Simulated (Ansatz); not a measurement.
Consider the hydrogenolysis of the Si–F bond: `F[SiH2][SiH](F)F` + H₂ → `F[SiH](F)[SiH3]` + H–F.

Gas-phase electronic energies from Ansatz, PBE0-D4/def2-TZVP geometries. CBS: MP2 limit from def2 TZ/QZ plus the TZ coupled-cluster correction, frozen cores. This one scheme is used for every species. DFT in def2-TZVPP. B3LYP here is the variant with VWN-RPA as its local correlation; programs differ in this. HSE06 is defined as in plane-wave codes. One conformer a species, not always the lowest.

`F[SiH2][SiH](F)F`:

Z-matrix (Å, degrees):
```
Si
Si 1 2.355
F 1 1.604 2 108.5
H 1 1.484 2 111.1 3 -119.4
H 1 1.485 2 110.4 3 118.4
F 2 1.594 1 107.5 3 -175.8
F 2 1.591 1 109.8 3 67.6
H 2 1.481 1 116.5 3 -54.8
```

H₂:

Z-matrix (Å, degrees):
```
H
H 1 0.746
```

`F[SiH](F)[SiH3]`:

Z-matrix (Å, degrees):
```
Si
F 1 1.593
Si 1 2.342 2 109.5
F 1 1.593 2 107.0 3 118.6
H 1 1.482 2 107.3 3 -126.5
H 3 1.486 1 109.0 2 178.9
H 3 1.485 1 110.0 2 58.5
H 3 1.486 1 109.1 2 -61.9
```

H–F:

```xyz
2

F    -0.330   -0.253   -0.196
H     0.330    0.253    0.196
```

Q: Is it downhill or uphill in electronic energy at CCSD(T)/CBS, and by how much? (Best estimate.)

A: Ansatz gave: Uphill: ΔE = +0.96 eV.

Q: What do these levels give: B3LYP-D4, HSE06-D4, CAM-B3LYP-D4, BLYP, CCSD/def2-TZVPP, CCSD(T)/def2-TZVPP? (Estimate.)

A: Ansatz gave: B3LYP-D4 1.01, HSE06-D4 0.88, CAM-B3LYP-D4 1.03, BLYP 1.01, CCSD/def2-TZVPP 0.93, CCSD(T)/def2-TZVPP 0.94 eV.

Largest T1 diagnostic among the species: 0.013.

At CCSD(T), def2-SVP lies −0.17 eV from the extrapolated value and def2-TZVPP −0.03 eV. From r2SCAN to r2SCAN0 (25 % exact exchange), in def2-TZVPP and without D4, ΔE moves by −0.04 eV.
